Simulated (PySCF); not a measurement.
Simulated outer-valence photoelectron spectrum of `C=CB(P)Cl`. Method used: EOM-IP-CCSD/aug-cc-pVDZ in PySCF, restricted Hartree–Fock reference, frozen core, non-relativistic, gas phase, PBE0-D3(BJ)/def2-SVP geometry.

Each root has a Gaussian of 0.5 eV full width with its one-hole share as area; cross sections and vibrations are left out, and the highest printed point is 100.

(ionisation energy (eV), intensity): (8.8, 0), (9.0, 3), (9.2, 18), (9.4, 41), (9.6, 38), (9.8, 15), (10.0, 3), (10.2, 3), (10.4, 17), (10.6, 45), (10.8, 63), (11.0, 60), (11.2, 36), (11.4, 11), (11.6, 1), (11.8, 1), (12.0, 10), (12.2, 46), (12.4, 94), (12.6, 100), (12.8, 67), (13.0, 31), (13.2, 25), (13.4, 42), (13.6, 37), (13.8, 14), (14.0, 3), (14.2, 8), (14.4, 29), (14.6, 44), (14.8, 27), (15.0, 7), (15.2, 1)

Q: Where are the maxima, and how many lines lie under the curve?

A: 5 maxima, at 9.5, 10.9, 12.5, 13.5 and 14.6 eV, from 8 lines. At this width some lines have no maximum of their own.

Q: List the lines with their holes.

A: 
| E (eV) | leading hole (HF orbital) | area | Koopmans (eV) |
| --- | --- | --- | --- |
| 9.48 | HOMO | 0.95 | 9.86 |
| 10.70 | HOMO-1 | 0.96 | 10.93 |
| 11.04 | HOMO-2 | 0.95 | 11.89 |
| 12.41 | HOMO-3 | 0.95 | 13.30 |
| 12.49 | HOMO-4 | 0.95 | 13.55 |
| 12.76 | HOMO-5 | 0.95 | 13.76 |
| 13.47 | HOMO-6 | 0.94 | 14.44 |
| 14.59 | HOMO-7 | 0.94 | 15.97 |

The widest gap, 1.37 eV, lies between 11.04 and 12.41 eV. Only orbitals with −ε under 21 eV, eight at most, were ionised, so the high end of the curve may lack lines.

Hardware: Arm Neoverse V1, one thread (shared host). Cost: 6.6 min wall, 3.0 GiB resident at most.

The values belong to the conformer `[CH2:1]=[CH:2][B:3]([PH2:4])[Cl:5]`: C1–C2–B3–P4 8°, H–P4–B3–C2 49°, H–P4–B3–C2 147°.
